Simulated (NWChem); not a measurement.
System: C$_{3}$H$_{6}$OSi; SMILES O=C1C[SiH2]C1

The following NWChem deck was run.

```
start job
memory heap 200 mb stack 900 mb global 1100 mb
geometry units angstroms noautoz
  O      0.506957    -2.095408     0.000000
  C      0.033465    -0.983544     0.000000
  C     -0.211941    -0.056120    -1.207838
  Si     0.138904     1.389750     0.000000
  C     -0.211941    -0.056120     1.207838
  H      0.384714    -0.292774    -2.090911
  H     -1.275712    -0.059389    -1.483366
  H     -0.808517     2.533986     0.000000
  H      1.541610     1.874924     0.000000
  H     -1.275712    -0.059389     1.483366
  H      0.384714    -0.292774     2.090911
end
basis spherical
  * library def2-svp
end
dft
  xc r2scan
  grid xcoarse
  iterations 150
  mulliken
end
task dft gradient
```

Parts of the log:

```
             Northwest Computational Chemistry Package (NWChem) 7.3.0
             --------------------------------------------------------

 CS  symmetry detected

                             Geometry "geometry" -> ""
                             -------------------------

 Output coordinates in angstroms (scale by  1.889725989 to convert to a.u.)

  No.       Tag          Charge          X              Y              Z
 ---- ---------------- ---------- -------------- -------------- --------------
    1 O                    8.0000     0.28448426     2.12047654     0.00000000
    2 C                    6.0000    -0.10016786     0.97484179     0.00000000
    3 C                    6.0000    -0.27193353     0.03100073    -1.20783800
    4 Si                  14.0000     0.19144982    -1.38282675     0.00000000
    5 C                    6.0000    -0.27193353     0.03100073     1.20783800
    6 H                    1.0000     0.30427888     0.31381086    -2.09091100
    7 H                    1.0000    -1.33267164    -0.04933657    -1.48336600
    8 H                    1.0000    -0.66312170    -2.59797698     0.00000000
    9 H                    1.0000     1.62794515    -1.75626899     0.00000000
   10 H                    1.0000    -1.33267164    -0.04933657     1.48336600
   11 H                    1.0000     0.30427888     0.31381086     2.09091100

 Effective nuclear repulsion energy (a.u.)     215.5379184416

      Symmetry information
      --------------------

 Group name             Cs
 Group number              2
 Group order               2
 No. of unique centers     8

                                 NWChem DFT Module
                                 -----------------

 Summary of "ao basis" -> "ao basis" (spherical)
 ------------------------------------------------------------------------------
       Tag                 Description            Shells   Functions and Types
 ---------------- ------------------------------  ------  ---------------------
 O                          def2-svp                 6       14   3s2p1d
 C                          def2-svp                 6       14   3s2p1d
 Si                         def2-svp                 8       18   4s3p1d
 H                          def2-svp                 3        5   2s1p

      Symmetry analysis of basis
      --------------------------

        a'         65
        a"         39

            General Information
            -------------------
          SCF calculation type: DFT
          Wavefunction type:  closed shell.
          No. of atoms     :    11
          No. of electrons :    46
           Alpha electrons :    23
            Beta electrons :    23
          Charge           :     0
          Spin multiplicity:     1
          Use of symmetry is: on ; symmetry adaption is: on
          Maximum number of iterations: 150
          AO basis - number of functions:   104
                     number of shells:    50
          Convergence on energy requested:  1.00D-06
          Convergence on density requested:  1.00D-05
          Convergence on gradient requested:  5.00D-04

              XC Information
              --------------
                      r^2SCAN Method XC Functional
               r^2SCAN metaGGA Exchange Functional  1.000
                     r^2SCAN Correlation Potential  1.000

             Grid Information
             ----------------
          Grid used for XC integration:  xcoarse
          Radial quadrature: Mura-Knowles
          Angular quadrature: Lebedev.
          Tag              B.-S. Rad. Rad. Pts. Rad. Cut. Ang. Pts.
          ---              ---------- --------- --------- ---------
          O                   0.60       21          11.0       194
          C                   0.70       21           9.0       194
          Si                  1.10       42           8.0       194
          H                   0.35       21          10.0       194
          Grid pruning is: on
          Number of quadrature shells:   189
          Spatial weights used:  Erf1

      Superposition of Atomic Density Guess
      -------------------------------------

 Sum of atomic energies:        -479.29980384

      Non-variational initial energy
      ------------------------------

 Total energy =    -482.073767
 1-e energy   =   -1085.941515
 2-e energy   =     388.329830
 HOMO         =      -0.321691
 LUMO         =      -0.018306

      Symmetry analysis of molecular orbitals - initial
      -------------------------------------------------

  Numbering of irreducible representations:

     1 a'          2 a"

  Orbital symmetries:

     1 a'          2 a'          3 a'          4 a"          5 a'
     6 a'          7 a'          8 a'          9 a"         10 a'
    11 a'         12 a"         13 a'         14 a'         15 a'
    16 a'         17 a"         18 a'         19 a"         20 a'
    21 a'         22 a"         23 a"         24 a'         25 a"
    26 a'         27 a'         28 a'         29 a'         30 a"
    31 a'         32 a"         33 a'

     ---------------------------------------------
      Total Density - Mulliken Population Analysis
     ---------------------------------------------

    Atom       Charge   Shell Charges
 -----------   ------   -------------------------------------------------------
    1 O    8     8.71   1.99  1.14  0.67  3.07  1.83  0.01
    2 C    6     5.41   1.99  0.93  0.27  1.51  0.61  0.10
    3 C    6     6.47   1.99  0.98  0.27  2.08  1.13  0.02
    4 Si  14    13.38   2.00  1.99  0.99  0.26  5.94  1.09  0.94  0.17
    5 C    6     6.47   1.99  0.98  0.27  2.08  1.13  0.02
    6 H    1     0.88   0.66  0.19  0.03
    7 H    1     0.84   0.64  0.18  0.03
    8 H    1     1.06   0.69  0.36  0.01
    9 H    1     1.06   0.70  0.36  0.01
   10 H    1     0.84   0.64  0.18  0.03
   11 H    1     0.88   0.66  0.19  0.03

   convergence    iter        energy       DeltaE   RMS-Dens  Diis-err
 ---------------- ----- ----------------- --------- --------- ---------
 d= 0,ls=0.0,diis     1   -482.1361379465 -6.98D+02  2.98D-02  8.72D-01
 d= 0,ls=0.0,diis     2   -481.5458297041  5.90D-01  2.44D-02  6.38D+00
 d= 0,ls=0.0,diis     3   -482.2413790777 -6.96D-01  2.60D-03  5.34D-02
 d= 0,ls=0.0,diis     4   -482.2444318879 -3.05D-03  1.22D-03  2.24D-02
 d= 0,ls=0.0,diis     5   -482.2472706979 -2.84D-03  2.03D-04  4.98D-04
  Resetting Diis
 d= 0,ls=0.0,diis     6   -482.2473393165 -6.86D-05  6.65D-05  2.47D-05
 d= 0,ls=0.0,diis     7   -482.2473423910 -3.07D-06  5.56D-05  3.00D-06
 d= 0,ls=0.0,diis     8   -482.2473417227  6.68D-07  3.34D-05  8.22D-06
 d= 0,ls=0.0,diis     9   -482.2473428299 -1.11D-06  4.30D-06  4.53D-07
 d= 0,ls=0.0,diis    10   -482.2473428760 -4.61D-08  9.60D-07  1.70D-08

         Total DFT energy =     -482.247342876003
      One electron energy =    -1089.806528409700
           Coulomb energy =      439.853180757006
    Exchange-Corr. energy =      -47.831913664953
 Nuclear repulsion energy =      215.537918441644

 Numeric. integr. density =       45.999943266930

                  Occupations of the irreducible representations
                  ----------------------------------------------

                     irrep           alpha         beta
                     --------     --------     --------
                     a'               16.0         16.0
                     a"                7.0          7.0

                       DFT Final Molecular Orbital Analysis
                       ------------------------------------

 Vector   21  Occ=2.000000D+00  E=-2.988368D-01  Symmetry=a'
              MO Center=  1.4D-01,  8.5D-03,  6.7D-14, r^2= 3.9D+00
   Bfn.  Coefficient  Atom+Function         Bfn.  Coefficient  Atom+Function
  ----- ------------  ---------------      ----- ------------  ---------------
     4      0.328928   1 O  px                7      0.219542   1 O  px
    51     -0.219782   4 Si py               33      0.218032   3 C  py
    65      0.218032   5 C  py               17      0.185954   2 C  s
    90      0.179328   9 H  s                19     -0.174249   2 C  py
    54     -0.143351   4 Si py               85      0.130601   8 H  s

 Vector   22  Occ=2.000000D+00  E=-2.916773D-01  Symmetry=a"
              MO Center= -1.2D-01, -3.2D-01, -7.0D-14, r^2= 2.7D+00
   Bfn.  Coefficient  Atom+Function         Bfn.  Coefficient  Atom+Function
  ----- ------------  ---------------      ----- ------------  ---------------
    52      0.265698   4 Si pz               34     -0.241252   3 C  pz
    66     -0.241252   5 C  pz               33      0.209208   3 C  py
    65     -0.209208   5 C  py               31     -0.186660   3 C  s
    63      0.186660   5 C  s                55      0.183360   4 Si pz
    37     -0.156225   3 C  pz               69     -0.156225   5 C  pz

[...]

                         DFT ENERGY GRADIENTS

    atom               coordinates                        gradient
                 x          y          z           x          y          z
   1 O       0.537597   4.007120   0.000000    0.002635   0.009411   0.000000
   2 C      -0.189290   1.842184   0.000000   -0.002347  -0.007546   0.000000
   3 C      -0.513880   0.058583  -2.282483   -0.003148   0.002344  -0.005612
   4 Si      0.361788  -2.613164   0.000000    0.003477  -0.007562   0.000000
   5 C      -0.513880   0.058583   2.282483   -0.003148   0.002344   0.005612
   6 H       0.575004   0.593017  -3.951249   -0.002191  -0.001644   0.004257
   7 H      -2.518384  -0.093233  -2.803155    0.003938   0.000537   0.000345
   8 H      -1.253118  -4.909465   0.000000    0.002548   0.002907   0.000000
   9 H       3.076370  -3.318867   0.000000   -0.003513   0.000316   0.000000
  10 H      -2.518384  -0.093233   2.803155    0.003938   0.000537  -0.000345
  11 H       0.575004   0.593017   3.951249   -0.002191  -0.001644  -0.004257
```

Level: r2SCAN/def2-SVP. The geometry was optimised at B3LYP/6-31G* (spherical d).
